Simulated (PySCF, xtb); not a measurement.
B(H)(I)(Me) (CH₄BI), SMILES CBI.

Harmonic wavenumbers (cm⁻¹) from xtb 6.7.1 with GFN2-xTB at its own minimum, in rising order: 27, 264, 587, 597, 807, 885, 1025, 1119, 1389, 1468, 1483, 2651, 2974, 3002, 3034.

Task: What does B3LYP-D3(BJ)/def2-SVP run with PySCF give at its own minimum? (Estimate from the structure and the level; the computed values follow.)

Result: 53, 257, 523, 628, 821, 863, 1034, 1104, 1310, 1421, 1427, 2646, 3006, 3064, 3141. Paired by order, the mean absolute difference is 38 cm⁻¹ and the zero-point energies are 30.5 and 30.4 kcal/mol.
